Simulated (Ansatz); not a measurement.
C₄H₇FSi, SMILES C[Si@H]1C=C[C@H]1F.

The structure is a stationary point at TPSSh-D3(BJ)/def2-SVP. The structure was generated by enumeration; whether it is a known compound was not checked.

Two levels are set side by side: PBE/def2-SVPD (Ansatz, a program for electronic structure) and PBE0/def2-SVPD (Ansatz). Energy differences of separate SCF runs at the same geometry; the states with an electron removed or added have multiplicity 2 and 2. Differences are taken from unrounded values.

```tsv
quantity	PBE
vertical ionisation energy (eV)	9.47
vertical singlet–triplet gap (eV)	4.28
```

These are the PBE values. What does PBE0 give? (The exact figures need the calculation; the answer reports its results.)


| quantity | PBE0 | PBE minus PBE0 |
|---|---|---|
| vertical ionisation energy (eV) | 9.80 | -0.32 |
| vertical singlet–triplet gap (eV) | 4.18 | 0.10 |
